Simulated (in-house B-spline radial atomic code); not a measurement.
**How G0W0 and RPA depend on the start: Rh⁴⁺**

Configuration [Kr] 4d5, highest spin. Computed with an all-electron radial atomic-structure program (B-spline basis): all electrons, scalar-relativistic (spin-free one-electron X2C), finite nucleus, each spin shell either full or empty, empty states to l = 9 with an (l + 1/2)⁻⁴ tail; G0W0 by contour deformation at full frequency.

| start | mean-field 4d up (eV) | G0W0 (eV) | QP weight | RPA correlation (Eh) |
| --- | --- | --- | --- | --- |
| Hartree-Fock | -64.55 | -64.92 | 0.971 | -2.8892 |
| LDA VWN5 | -56.36 | -64.55 | 0.945 | -3.1324 |
| PBE | -56.33 | -64.49 | 0.945 | -3.1278 |
| PBE0 | -58.63 | -64.60 | 0.956 | -3.0616 |
| r2SCAN | -56.91 | -64.50 | 0.951 | -3.0838 |
| HSE06 | -58.20 | -64.61 | 0.954 | -3.0667 |
| B3LYP (VWN-RPA) | -58.01 | -64.62 | 0.953 | -3.0762 |
| SCAN | -56.84 | -64.46 | 0.950 | -3.0816 |
| TPSS | -56.32 | -64.49 | 0.946 | -3.1145 |
| BHandHLYP | -60.60 | -64.73 | 0.962 | -3.0014 |
| CAM-B3LYP | -59.90 | ? | ? | ? |
| LC-wPBE | -61.40 | -64.76 | 0.963 | -3.0509 |
| wB97X | -60.81 | -64.63 | 0.963 | -3.0372 |
| PBEsol | -56.28 | -64.51 | 0.945 | -3.1293 |
| BLYP | -55.98 | ? | ? | ? |
| r2SCAN0 | -59.05 | -64.60 | 0.958 | -3.0324 |
| LDA exchange-only | -55.05 | -64.69 | 0.939 | -3.1318 |

Problem. What G0W0 level, weight and RPA correlation energy follow from the CAM-B3LYP start?

Solution. G0W0 level -64.73 eV, weight 0.960, RPA correlation -3.0498 hartree.

Problem. What G0W0 level, weight and RPA correlation energy follow from the BLYP start?

Solution. G0W0 level -64.52 eV, weight 0.943, RPA correlation -3.1295 hartree.

Problem. How much of the dependence on the start does G0W0 remove?

Solution. The mean-field levels span 9.5 eV and the G0W0 levels 0.466 eV. Against 63 ± 1.9 eV (NIST, tabulated theory) the G0W0 removal energies are off by +1.46 to +1.92 eV, with spin-orbit coupling, Breit and QED terms left out.
